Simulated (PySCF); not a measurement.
Vibration and rotation of Cu2

PBE0 constants of Cu2, ¹Σg⁺ (singlet), closed shell (PySCF, scalar-relativistic core potentials, basis sets Cu cc-pVDZ-PP with ECP10; masses 62.9296 and 62.9296 u):

```
ωe                                  : 269.8 cm⁻¹
ωexe                                : 1.05 cm⁻¹
Be                                  : 0.10811 cm⁻¹
αe                                  : 0.000609 cm⁻¹
D (centrifugal)                     : 6.95e-08 cm⁻¹
De to Cu (3d10 4s1) + Cu (3d10 4s1) : 2.05 eV
```

Q: Give the vibrational terms G(v) and spacings up to v = 6.

A: G(v) = ωe(v+½) − ωexe(v+½)².

```tsv
v	G(v) (cm⁻¹)	G(v) − G(v−1)	Bv (cm⁻¹)
0	134.6		0.1078
1	402.3	267.7	0.1072
2	667.9	265.6	0.1066
3	931.4	263.5	0.1060
4	1192.8	261.4	0.1054
5	1452.1	259.3	0.1048
6	1709.3	257.2	0.1042
```

Q: How well does the Morse estimate ωe²/(4ωexe) reproduce De, and what is D0?

A: It gives 2.15 eV, 105 % of the computed De. D0 = De − G(0) = 2.05 − 0.02 = 2.03 eV.

Closed-shell solutions of metal pairs were not tested for spin polarisation, which can lower them a little.
